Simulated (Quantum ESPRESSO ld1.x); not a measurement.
Values are calculated unless marked as measured or tabulated.
Orbital eigenvalues (eV) of the krypton ion Kr3+, [Ar] 3d10 4s2 4p3, at several levels of relativity; Dirac values are averaged over j with weights 2j + 1. Spin-unpolarised spherical Kohn-Sham, LDA (Slater exchange, VWN5 correlation), point nucleus, ld1.x of Quantum ESPRESSO 7.5. A level marked "c x" has the speed of light scaled by that factor and shares open shells by 2j + 1; other Dirac levels either fill j = l - 1/2 first or share by 2j + 1.

1s: non-rel. -13919; scalar-rel. -14177; Dirac, low j first -14172; Dirac, c x 10 -13921; change of magnitude, last against first (%) +0.02
2s: non-rel. -1844.5; scalar-rel. -1902.8; Dirac, low j first -1901.6; Dirac, c x 10 -1845.0; change of magnitude, last against first (%) +0.03
2p: non-rel. -1674.0; scalar-rel. -1688.7; Dirac, low j first -1688.2; Dirac, c x 10 -1674.1; change of magnitude, last against first (%) +0.01
3s: non-rel. -293.76; scalar-rel. -303.51; Dirac, low j first -303.20; Dirac, c x 10 -293.85; change of magnitude, last against first (%) +0.03
3p: non-rel. -233.11; scalar-rel. -235.34; Dirac, low j first -235.14; Dirac, c x 10 -233.13; change of magnitude, last against first (%) +0.01
3d: non-rel. -123.85; scalar-rel. -122.05; Dirac, low j first -121.82; Dirac, c x 10 -123.84; change of magnitude, last against first (%) -0.01
4s: non-rel. -58.154; scalar-rel. -59.347; Dirac, low j first -59.225; Dirac, c x 10 -58.166; change of magnitude, last against first (%) +0.02
4p: non-rel. -43.455; scalar-rel. -43.555; Dirac, low j first -43.463; Dirac, c x 10 -43.456; change of magnitude, last against first (%) 0.00
4d (empty): non-rel. -22.579; scalar-rel. -22.352; Dirac, low j first -22.291; Dirac, c x 10 -22.576; change of magnitude, last against first (%) -0.01
5s (empty): non-rel. -19.965; scalar-rel. -20.232; Dirac, low j first -20.194; Dirac, c x 10 -19.967; change of magnitude, last against first (%) +0.01
